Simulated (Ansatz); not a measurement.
`O[SiH](O)S[SiH](O)O` and `O[SiH](O)S[SiH](O)Cl` differ in one atom or group.

Ansatz, PBE0-D4/def2-TZVP geometries, multiplicity 1. Each molecule was computed in one conformer, which needn't be the lowest.

| property | `O[SiH](O)S[SiH](O)O` |
| --- | --- |
| LUMO energy (ωB97M-V/def2-TZVPP) / eV | 1.81 |
| HOMO–LUMO gap (B3LYP/def2-TZVPP) / eV | 7.47 |
| size of the dipole moment (B3LYP/def2-TZVPP) / D | 2.17 |
| LUMO energy (PBE0/def2-TZVPP) / eV | 0.20 |
| HOMO energy (PBE0/def2-TZVPP) / eV | -7.81 |
| HOMO–LUMO gap (PBE/def2-TZVPP) / eV | 5.87 |

(1) Give the same properties after the change, and the shifts. (An estimate is asked.)

Answers

(1) The calculation gave: 
```
                                        property  `O[SiH](O)S[SiH](O)Cl`  shift
           LUMO energy (ωB97M-V/def2-TZVPP) / eV                    1.57  -0.24
           HOMO–LUMO gap (B3LYP/def2-TZVPP) / eV                    7.24  -0.23
size of the dipole moment (B3LYP/def2-TZVPP) / D                    1.80  -0.37
              LUMO energy (PBE0/def2-TZVPP) / eV                   -0.22  -0.42
              HOMO energy (PBE0/def2-TZVPP) / eV                   -7.92  -0.11
             HOMO–LUMO gap (PBE/def2-TZVPP) / eV                    5.56  -0.31
```

With PBE0 the HOMO falls by 0.11 eV and the LUMO falls by 0.42 eV, so the gap narrows by about 0.31 eV. PBE moves the HOMO by -0.11 eV and ωB97M-V by -0.10 eV. Dipoles are sizes alone; their direction can turn.

B3LYP here is the variant with VWN-RPA as its local correlation; programs differ in this.
